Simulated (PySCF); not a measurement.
## Computed structure and properties of [Eu(H2O)3]2+

System: [Eu(H2O)3]2+ (singlet in the valence; each metal's 4f electrons, 7 of them, lie in its core potential, out of spins and levels); start: displaced along the imaginary mode (D3). Method: PySCF 2.14.0, RKS BP86, Eu lcecp-0-SVP with ECP53, O def2-SVP, H def2-SVP; non-relativistic Hamiltonian with scalar-relativistic core potentials where named; density fitting; no spin-orbit coupling.

Input of the relaxation:

```python
mol = gto.M(atom='''
Eu     0.00000    -0.00000    -0.00000
O      2.49932     0.00002    -0.00000
H      3.11182     0.25002     0.77065
H      3.11182    -0.24998    -0.77065
O     -1.24968     2.16447    -0.00000
H     -1.77243     2.56990     0.77065
H     -1.33942     2.81991    -0.77065
O     -1.24965    -2.16449     0.00000
H     -1.33938    -2.81992     0.77065
H     -1.77240    -2.56993    -0.77065''',
    basis={'Eu': 'lcecp-0-SVP', 'O': 'def2-SVP', 'H': 'def2-SVP'},
    ecp={'Eu': 'lcecp-0-SVP'},
    charge=2, spin=0)
mf = dft.RKS(mol, xc='B88,P86')
mf.grids.atom_grid = (50, 194)  # f atoms: unpruned, at least (60, 302)
mf = mf.density_fit()  # fitting sets: Eu AutoAux, O def2-universal-JKFIT, H def2-universal-JKFIT
mf.conv_tol = 1e-08; mf.max_cycle = 55
mf.kernel(dm0)  # dm0: converged density of the start geometry
# quasi-Newton relaxation in Cartesian coordinates to a largest gradient under 0.00045 Eh/bohr, steps kept in the point group
```

Run from Python with OMP_NUM_THREADS=2; the lines above give its settings. Where DIIS fails, smearing, a level shift and second-order steps follow.
It took 84 s on 2 threads of Arm Neoverse V2 (shared host), from the converged density of the start.

Course of the relaxation:

```csv
step,energy above end (eV),largest force component within the symmetry (eV/Å)
0,0.1772,1.183
1,0.0280,0.162
2,0.0251,0.025
3,0.0239,0.062
4,0.0224,0.108
5,0.0209,0.139
6,0.0179,0.132
7,0.0132,0.032
14,0.0012,0.014
15,0.0009,0.033
16,0.0006,0.043
17,0.0003,0.023
18,0.0001,0.015
19,0.0000,0.005
```
(The steps between are left out.)

Relaxed geometry (D3):

```xyz
10

Eu    0.0000    0.0000    0.0000
O     2.4932    0.0000    0.0000
H     3.1046    0.6250    0.4526
H     3.1046   -0.6250   -0.4526
O    -1.2466    2.1592    0.0000
H    -2.0936    2.3761    0.4526
H    -1.0110    3.0012   -0.4526
O    -1.2466   -2.1592    0.0000
H    -1.0110   -3.0012    0.4526
H    -2.0936   -2.3762   -0.4526
```

| contact | Å |
| --- | --- |
| Eu1–O2 (H2O) | 2.493 |
| Eu1–O5 (H2O) | 2.493 |
| Eu1–O8 (H2O) | 2.493 |

On the finer grid (75, 302):

```json
{
  "HOMO": "not given (4f levels lie in the core)",
  "LUMO": "not given (4f levels lie in the core)",
  "Dipole about the centre of mass": "0.00 D",
  "Set of Mulliken populations of Eu1 outside the core potential": "s 2.11, p 6.11, d 0.42, f 0.02",
  "D3(BJ) dispersion energy (not in the energies)": "-0.233 eV"
}
```

| atom | Mulliken (e) | Löwdin (e) | spin (e) |
| --- | --- | --- | --- |
| Eu1 | 1.34 | 1.18 | 0.00 |
| O2 | -0.31 | -0.05 | 0.00 |
| H3 | 0.27 | 0.16 | 0.00 |
| H4 | 0.27 | 0.16 | 0.00 |
| O5 | -0.31 | -0.05 | 0.00 |
| H6 | 0.27 | 0.16 | 0.00 |
| H7 | 0.27 | 0.16 | 0.00 |
| O8 | -0.31 | -0.05 | 0.00 |
| H9 | 0.27 | 0.16 | 0.00 |
| H10 | 0.27 | 0.16 | 0.00 |

The 4f levels lie in the core potential and are missing. Their spin isn't counted.

On the grid (50, 194), as all that follows. Harmonic modes: a minimum within the noise of the softest modes; lowest -22 cm⁻¹ (negative: unstable), highest 3668 cm⁻¹, zero-point energy 1.906 eV.

Taking off one H2O (charge 0, singlet; the rest: singlet) in vacuum, both parts rigid, costs 1.95 eV; the small basis without counterpoise inflates it. Parting with an electron moved from the ligand to the metal can be far cheaper, even downhill.

Rigid scan of H2O along the line from its metal:

(distance to O2 (Å), energy (eV)): (2.19, 0.357), (2.29, 0.135), (2.39, 0.029), (2.49, 0.000), (2.59, 0.022), (2.69, 0.076), (2.89, 0.232)

One start shape was tried, so this needn't be the lowest isomer.

An lcecp potential fixes the number of 4f electrons, so in runs with it no electron can move into or out of that shell.
